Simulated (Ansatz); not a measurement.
A run for Ansatz (a first-principles code): R-MP2/aug-cc-pV(T+d)Z on H2Si2 (SMILES [Si]=[SiH2]), atoms moved off the minimum. Files ending in .json are basis or fitting sets from the Basis Set Exchange.

Ansatz 0.2 input:
```yaml
crystal:
  periodic: [false, false, false]
  atoms:
    - {symbol: Si, position_ang: [-1.00656219, 0.23175385, 0.26474203]}
    - {symbol: Si, position_ang: [1.22307368, -0.11402994, -0.17800262]}
    - {symbol: H, position_ang: [-1.75105690, 1.20007291, -0.20492166]}
    - {symbol: H, position_ang: [-1.60064142, -0.90124397, 1.02610368]}
basis:
  gaussian:
    orbitals: aug-cc-pV_T+d_Z.json
magnetization: {spin_polarized: false}
correlation: {method: mp2, electrons: outside_noble_gas}
scf: {lower_state_search: off}
output: {forces: true}
```

The log:

```
WARN ansatz: RAYON_NUM_THREADS=1 ignored (pool sized by the plan → 1); use --threads N
Functional definition: HF
these checks for a lower state are left out or cut short: starts, cluster_reference, orbital_swaps, neighbouring_geometries, increment
integrals: 0.16 GiB planned
911 factors; integrals over basis functions are off by at most 7.9e-4 eV
mean field: 0.32 GiB planned
mean field evaluation 1: about -15751.9907 eV, gradient 1.4e1 eV
mean field evaluation 2: about -15751.9918 eV, gradient 1.4e1 eV
mean field evaluation 4: about -15753.3573 eV, gradient 2.2e0 eV
mean field evaluation 8: about -15753.4046 eV, gradient 1.5e-1 eV
mean field -15753.40504823 eV, -578.9269574809 hartree, gradient 5.7e-6 eV, S^2 0.000000; 0 other end points of the search recorded, 0 dependent functions left out; unrestricted orbitals would lower it
10 core orbitals not correlated
reference -15753.40504823 eV, -578.9269574809 hartree; 5, 5 occupied and 141, 141 virtual orbitals, 911 factors
densities: 0.35 GiB planned
second order -5.86080631 eV of doubles, -0.00000000 eV of singles
the calculation of the forces begins
Total energy: -15759.26585454 eV, -579.1423381404 hartree
Atom 0 at    -1.006562     0.231754     0.264742 Å, force     4.164034    -3.786974     1.335793 eV/Å
Atom 1 at     1.223074    -0.114030    -0.178003 Å, force    -1.181336     0.238724     0.235476 eV/Å
Atom 2 at    -1.751057     1.200073    -0.204922 Å, force    -2.785634     3.257327    -1.481388 eV/Å
Atom 3 at    -1.600641    -0.901244     1.026104 Å, force    -0.197064     0.290923    -0.089881 eV/Å
Dipole moment:    -0.064289     0.058971    -0.030010 e Å
Checks for a lower state left out: starts, cluster_reference, orbital_swaps, neighbouring_geometries, increment
```

Self-consistency was reached.

Cost: around 2.2 core-seconds (rough).
